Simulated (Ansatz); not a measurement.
Ideal-gas functions of H4O2SSiTe, SMILES `O[Si](O)(S)[TeH]` at 500 K and 1 bar, from an Ansatz frequency run at PBE0-D4/def2-TZVP.

Molar mass 223.78 g/mol, point group C1 (symmetry number 1), electronic degeneracy 1, moments of inertia 182.746, 595.075, 639.064 u Å². Harmonic wavenumbers (cm⁻¹, unscaled): 73, 121, 153, 182, 206, 221, 273, 306, 320, 397, 525, 574, 726, 809, 864, 880, 967, 2157, 2718, 3891, 3893.

Use S(trans) = R[1.5 ln M + 2.5 ln T − 1.1517]; rotational temperatures θ = 24.2544 K / I; S(rot) = R[ln(√π/σ · √(T³/θAθBθC)) + 1.5]; for each mode x = 1.438777 ν̃/T, S = R[x/(eˣ − 1) − ln(1 − e⁻ˣ)] and H = RT x/(eˣ − 1); 1 cm⁻¹ = 0.0119627 kJ/mol; R = 8.31446 J/(mol·K).

Problem. By hand: the entropy, in J/(mol·K).

Solution. Translation 187.1. Rotation: θ = 0.1327, 0.0408, 0.038 K, giving 130.0. Vibration, mode by mode: 21.30, 17.13, 15.20, 13.79, 12.78, 12.22, 10.53, 9.64, 9.29, 7.65, 5.63, 5.03, 3.55, 2.94, 2.60, 2.51, 2.06, 0.12, 0.03, 0.00, 0.00, in all 154.0. Electronic 0.0. Sum 471.1 J/(mol·K).

Problem. By hand: H − E and G − E in kJ/mol, counted from the electronic energy.

Solution. Zero-point energy ½ × 20256 × 0.0119627 = 121.2; thermal vibration 38.1; translation, rotation and pV give 4 RT = 16.6. H − E = 175.9 kJ/mol, and G − E = 175.9 − 500 × 471.1/1000 = -59.7 kJ/mol.

Vibration gives 33 % of the entropy, 38.4 J/(mol·K) of it from the modes under 150 cm⁻¹: soft modes count most, and the harmonic formula is weakest for them. The sum counts one conformer and one mirror image; others add a mixing term.
